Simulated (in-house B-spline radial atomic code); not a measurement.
A fraction x of an electron is removed from 4p in Kr5+, starting from [Ar] 3d10 4s2 4p1 and keeping the highest spin. All numbers are computed (scalar-relativistic (X2C) TPSS, spin-polarised, spherical fractional occupations; Fermi nucleus of rms radius 4.1884 fm) with an all-electron radial atomic-structure program (B-spline basis), not measured.

```json
{"x": "0", "E(x) - E(0) (eV)": "0.0000", "4p up level (eV)": "-70.958"}
{"x": "0.13", "E(x) - E(0) (eV)": "9.3371", "4p up level (eV)": "-72.689"}
{"x": "0.26", "E(x) - E(0) (eV)": "18.8992", "4p up level (eV)": "-74.420"}
{"x": "0.48", "E(x) - E(0) (eV)": "35.5930", "4p up level (eV)": "-77.340"}
{"x": "0.5", "E(x) - E(0) (eV)": "37.1425", "4p up level (eV)": "-77.605"}
{"x": "0.54", "E(x) - E(0) (eV)": "40.2572", "4p up level (eV)": "-78.134"}
{"x": "0.75", "E(x) - E(0) (eV)": "56.9560", "4p up level (eV)": "-80.898"}
{"x": "0.87", "E(x) - E(0) (eV)": "66.7579", "4p up level (eV)": "-82.465"}
{"x": "0.89", "E(x) - E(0) (eV)": "68.4098", "4p up level (eV)": "-82.726"}
{"x": "1", "E(x) - E(0) (eV)": "77.5882", "4p up level (eV)": "-"}
```

The exact functional would give a straight line between the two integer points. Deviations E(x) - E(0) - x[E(1) - E(0)], in eV: -0.749 at x = 0.13, -1.274 at x = 0.26, -1.649 at x = 0.48, -1.652 at x = 0.5, -1.64 at x = 0.54, -1.235 at x = 0.75, -0.744 at x = 0.87, -0.644 at x = 0.89.

The curve lies below the straight line by up to 1.652 eV (at x = 0.5): convex, the delocalisation error that favours fractional charges.

(1) How well does Slater's transition state (minus the level at half occupation) give the ionisation energy?

Results:

(1) It gives 77.605 eV against 77.588 eV from the two total energies; NIST lists 78.49 eV, ground level to ground level.
